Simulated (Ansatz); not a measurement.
A made-up structure of CHOSe, doublet:

| atom | x (Å) | y (Å) | z (Å) |
| --- | --- | --- | --- |
| C1 | -0.1211 | 0.1542 | -0.0756 |
| O2 | 1.8621 | -2.8881 | 0.8151 |
| Se3 | 0.9050 | -1.3034 | 0.6346 |
| H4 | 0.5271 | 0.9790 | -0.4284 |

It is relaxed with PBE-D4/def2-SVP and then PBE0-D4/def2-TZVP (Ansatz 0.2.0). Atoms count as bonded within 1.22 times the sum of their covalent radii (H–H: 0.88 Å). The end point is not checked to be a true minimum.

Problem. Does its bonding change? (A judgement: the text doesn't fix the answer.)

Solution. By the calculation: No: no bond forms or breaks.

Where it ends: The first stage lowers the energy by 2.00 eV in 14 steps. It ends as CHOSe ([CH][Se][O]):
C1  (0.210, 0.008, 0.129)
O2  (1.830, -2.197, 0.462)
Se3  (0.402, -1.531, 0.914)
H4  (0.732, 0.662, -0.559)
(Å)

Labels in which every atom is bracketed show which atoms are joined, not bond orders.

For scale, one of the runs: PBE0-D4/def2-TZVP relaxation, 116 basis functions, launched by `ansatz run in.yaml --threads 2 --pin off --events-out ev --progress --plain --max-ram 4352MiB`. The run took about 31 s on 2 CPU threads of an Arm Neoverse V1 (shared host).
